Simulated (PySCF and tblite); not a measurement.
The numbers below are computed, except where a source is named.
System: C₅H₈BFO₂, numbered as in [OH:1][B:2]([OH:3])[C:4]1=[CH:5][C@H:6]([F:7])[CH2:8][CH2:9]1.

Level: PBE0/pcSseg-1 + D3(BJ), IEF-PCM chloroform on GFN2-xTB stationary points, with GFN2-xTB thermal terms. Rate constants are transition-state-theory values, counting equivalent paths, without tunnelling. Run with tblite and PySCF.

Question: How high is the barrier to the rotation about the B2–C4 bond (torsion O1–B2–C4–C5 from 176° to 364°, rising), through which structure does it pass, and what rate follows at 298 K?

Answer: The electronic barrier is 3.5 kcal/mol and ΔG‡(298 K) 3.9 kcal/mol, over a C1 saddle with an imaginary mode of 39i cm⁻¹ (GFN2-xTB). With 2 equivalent paths, k is 1.6×10¹⁰ s⁻¹, a mean lifetime of the start of 62 ps against this motion.
